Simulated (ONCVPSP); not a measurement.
Ga: variants of one ONCV potential

Base potential:

ONCVPSP 4.0.1 input, shortened (lines: element, Z, core and valence counts, functional; n l f; lmax; l rc ep ncon nbas qcut; lloc lpopt rc5 dvloc0; l nproj debl; icmod fcfact rcfact), PBE, scalar-relativistic:

```
  Ga 31.00    5    3        4      upf
    1    0    2.00
    2    0    2.00
    2    1    6.00
    3    0    2.00
    3    1    6.00
    3    2   10.00
    4    0    2.00
    4    1    1.00
    2
    0    1.65    0.00    5   10    3.40
    1    2.50    0.00    4    9    3.00
    2    1.15    0.00    3    7   12.00
    4    4    0.95   -1.00
    0    2    3.70
    1    2    4.00
    2    2    3.60
    3    2.50    1.15
```

All-electron outer shells of the reference configuration (PBE, scalar-relativistic, ld1.x):

```csv
shell,level (eV),outermost node (bohr),outermost maximum (bohr)
3s,-148.13,0.27,0.56
3p,-98.86,0.24,0.56
3d,-19.15,–,0.53
4s,-8.95,0.81,1.90
4p,-2.58,0.87,2.53
```

Cutoffs, loose and tight: the cutoffs (Ha) at which the residual kinetic energy of the hardest occupied pseudo-wave falls to 1 and 0.1 mHa per electron. They do not see the model core or the augmentation charge, which bear on the density cutoff. Test errors are all-electron minus pseudo excitation energies from the reference, over the configurations 3d10 4s2 4p0; 3d10 4s1 4p0; 3d10 4s0 4p0; 3d10 4s0 4p3. A dash means not determined; rows that change the core or the reference have their own tests. The largest error is taken over the tests solved by every variant that gives reliable tests at all: 3d10 4s0 4p3; 3d10 4s1 4p0; 3d10 4s2 4p0.

| change | outcome | cutoff, loose | cutoff, tight | bound ghosts | GHOST(+) flags above zero | largest test error (meV) |
| --- | --- | --- | --- | --- | --- | --- |
| base | generated | 63 Ha | 71 Ha | none | s, p | +32 |
| core correction Teter function, fcfact 1.6, rcfact 1.15 | generated | 63 Ha | 71 Ha | none | s, p | +32 |
| d: rc 0.98 | generated | 92 Ha | 268 Ha | none | s, p | +31 |
| s: ncon 4, nbas 9 | generated | 63 Ha | 71 Ha | none | s, p | +31 |
| non-relativistic | generated | 63 Ha | 71 Ha | none | s, p | +30 |
| local potential polynomial inside 0.95 bohr (lpopt 4, dvloc0 3.5 Ha) | generated | 63 Ha | 71 Ha | none | s, p | +31 |
| p: nproj 3 | generated | 63 Ha | 71 Ha | none | s, p | +31 |

What comes out with this change to the base: core [Ar] 3d10, valence charge 3; reference 4s2 4p1; waves now 4s: rc 1.85 bohr, ncon 3, nbas 7, qcut 3.5 1/bohr, 1 projector; 4p: rc 2.30 bohr, ncon 4, nbas 7, qcut 4 1/bohr, 2 projectors, debl 1.8 Ha; local potential polynomial inside 1.80 bohr (lpopt 5, dvloc0 4 Ha)?

outcome: generated; cutoff, loose: 6.8 Ha; cutoff, tight: 36 Ha; bound ghosts: none; GHOST(+) flags above zero: none; largest test error (meV): +26.

What comes out with this change to the base: core correction Teter function fitted to the true core (icmod 2), fcfact 0.6?

outcome: generated; cutoff, loose: 63 Ha; cutoff, tight: 71 Ha; bound ghosts: none; GHOST(+) flags above zero: s, p; largest test error (meV): +19.
